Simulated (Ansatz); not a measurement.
Total energies of [CrO3Cl]- (CrClO₃⁻) from Ansatz at PBE0-D4/def2-TZVPD, gas phase (1 Eh = 27.2114 eV = 2625.5 kJ/mol). The reference geometry is relaxed at PBE0-D4/def2-SVPD.

```xyz
5

Cr   -0.087   -0.032   -0.135
O     0.290    1.053   -1.212
O     0.301   -1.479   -0.619
O    -1.611    0.052    0.254
Cl    1.107    0.406    1.712
```

```csv
state,geometry,energy (Eh)
charge -1 singlet,reference,-1730.03218
charge 0 doublet,reference,-1729.83015
charge 0 doublet,relaxed at PBE0-D4/def2-SVPD,-1729.84168
```

(1) Work out the vertical ionisation energy to the doublet.

(2) How much does the charge 0 doublet relax, and what is the adiabatic ionisation energy?

(1) E(charge 0 doublet) − E(charge -1 singlet) = -1729.83015 − (-1730.03218) = 0.20203 Eh = 5.50 eV. For comparison, −ε of the highest occupied level is 3.54 eV at this level, 1.96 eV less.

(2) Relaxation: -1729.83015 − (-1729.84168) = 0.01153 Eh = 0.31 eV. Adiabatic ionisation energy: 0.19050 Eh = 5.18 eV, without zero-point energy. 

The restricted singlet is unstable towards broken spin symmetry in Hartree–Fock (as tested in another run); at PBE0-D4/def2-TZVPD this wasn't settled. At PBE0-D4/def2-TZVPD the charge 0 doublet is spin-contaminated (final ⟨S²⟩ up to 0.85, 0.75 for a pure state). At PBE0-D4/def2-TZVPD the relaxed charge 0 doublet is spin-contaminated (final ⟨S²⟩ up to 0.89, 0.75 for a pure state).
